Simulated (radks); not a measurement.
The numbers below are computed, except where a source is named.
Zr II, configuration [Ar] 3d10 4s2 4p5 4d3 5s1 (not the ground configuration). Level of theory: Dirac Kohn-Sham, PBE, spin-unpolarised, spherical densities, point nucleus; open shells fill j = l - 1/2 first (a radial shooting solver on a logarithmic mesh with Libxc functionals).

Normalised radial functions P(r) = r R(r) (large component), r in bohr:

r,3d5/2,4p3/2,4d5/2
0.002231,0.0000,0.0014,0.0000
0.002976,0.0000,0.0024,0.0000
0.003969,0.0001,0.0041,0.0000
0.005294,0.0002,0.0071,0.0001
0.007061,0.0004,0.0121,0.0001
0.009417,0.0010,0.0205,0.0003
0.01256,0.0023,0.0340,0.0006
0.01675,0.0051,0.0552,0.0014
0.02234,0.0113,0.0872,0.0030
0.0298,0.0244,0.1324,0.0065
0.03975,0.0509,0.1907,0.0136
0.05301,0.1025,0.2550,0.0273
0.07071,0.1968,0.3060,0.0522
0.09431,0.3554,0.3090,0.0939
0.1248,0.5872,0.2251,0.1537
0.1664,0.8969,0.0262,0.2307
0.222,1.2222,-0.2475,0.3027
0.2961,1.4531,-0.4661,0.3304
0.3949,1.4690,-0.4550,0.2666
0.5267,1.2284,-0.1282,0.0858
0.7024,0.8221,0.3975,-0.1883
0.9369,0.4216,0.8433,-0.4793
1.25,0.1557,0.9632,-0.6842
1.667,0.0377,0.7420,-0.7270
2.223,0.0053,0.3989,-0.6179
2.965,0.0004,0.1463,-0.4290
3.954,0.0000,0.0338,-0.2360
5.274,0.0000,0.0043,-0.0962
7.034,0.0000,0.0003,-0.0263
9.382,0.0000,0.0000,-0.0042

3d5/2: eigenvalue -183.42 eV, 0 radial nodes, <r> = 0.454 bohr, 90 % of the charge inside 0.729 bohr. 4p3/2: eigenvalue -40.319 eV, 2 radial nodes at r = 0.171, 0.568 bohr, <r> = 1.36 bohr, 90 % of the charge inside 2.02 bohr. 4d5/2 (empty): eigenvalue -10.956 eV, 1 radial node at r = 0.581 bohr, <r> = 2.05 bohr, 90 % of the charge inside 3.28 bohr.
